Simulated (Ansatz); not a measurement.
Reactions of `[SH][Ga]([Br])[Br]`.

Calculated with Ansatz (gas phase, PBE0-D4/def2-TZVP geometries, no zero-point term in ΔE). CCSD(T)/CBS is the MP2 limit (def2-TZVPP, def2-QZVPP) plus CCSD(T) − MP2 in def2-TZVPP, frozen cores. This one scheme is used for every species, atoms too. For atomizations the MP2-based limit and the directly extrapolated one differ by several kJ/mol either way, and by 10 to 25 for some Ge, Se and Sn compounds, so smaller differences from it don't rank the levels. Functionals use def2-TZVPP. B3LYP here is the variant with VWN-RPA as its local correlation; programs differ in this. Open shells (•) are unrestricted, without spin–orbit coupling. Spin–orbit coupling would lower the free atoms: a little for S; clearly for Br, Ga. For Br, Ga outer-core shells are correlated without core-valence functions, so the limit isn't a true one: a few kJ/mol of doubt a bond, and 10 to 20 or more in all where bonds break to atoms. Scalar relativity is left out up to krypton. One conformer a species, not always the lowest.

```json
{"reaction": "`[SH][Ga]([Br])[Br]` + CH₃OH → `C[O][Ga]([SH])[Br]` + HBr", "CCSD(T)/CBS(def2) (kJ/mol)": "68"}
{"reaction": "`[SH][Ga]([Br])[Br]` + H₂ → `[Br][GaH][Br]` + H₂S", "CCSD(T)/CBS(def2) (kJ/mol)": "71"}
{"reaction": "`[SH][Ga]([Br])[Br]` + HCl → `[Cl][Ga]([Br])[Br]` + H₂S", "CCSD(T)/CBS(def2) (kJ/mol)": "-16"}
{"reaction": "`[SH][Ga]([Br])[Br]` + H₂O → `[OH][Ga]([SH])[Br]` + HBr", "CCSD(T)/CBS(def2) (kJ/mol)": "76"}
{"reaction": "`[SH][Ga]([Br])[Br]` + CH₄ → `[CH3][Ga]([Br])[Br]` + H₂S", "CCSD(T)/CBS(def2) (kJ/mol)": "?"}
{"reaction": "`[SH][Ga]([Br])[Br]` + H–F → `[F][Ga]([Br])[Br]` + H₂S", "CCSD(T)/CBS(def2) (kJ/mol)": "23"}
{"reaction": "`[SH][Ga]([Br])[Br]` + HBr → `[Br][Ga]([Br])[Br]` + H₂S", "CCSD(T)/CBS(def2) (kJ/mol)": "-29"}
{"reaction": "`[SH][Ga]([Br])[Br]` → 2 Br• + Ga• + H• + S•", "CCSD(T)/CBS(def2) (kJ/mol)": "1335"}
{"reaction": "`[SH][Ga]([Br])[Br]` + H₂S → `[SH][Ga]([SH])[Br]` + HBr", "CCSD(T)/CBS(def2) (kJ/mol)": "?"}
{"reaction": "`[SH][Ga]([Br])[Br]` + silanol → `[SiH3][O][Ga]([Br])[Br]` + H₂S", "CCSD(T)/CBS(def2) (kJ/mol)": "?"}
```

Task: Fill in the missing values. (Estimate.)

Result: The calculation gave: `[SH][Ga]([Br])[Br]` + CH₄ → `[CH3][Ga]([Br])[Br]` + H₂S: +89.5 kJ/mol; `[SH][Ga]([Br])[Br]` + H₂S → `[SH][Ga]([SH])[Br]` + HBr: +33.3 kJ/mol; `[SH][Ga]([Br])[Br]` + silanol → `[SiH3][O][Ga]([Br])[Br]` + H₂S: +22.3 kJ/mol.

Largest T1 diagnostic: 0.013, for Ga•.
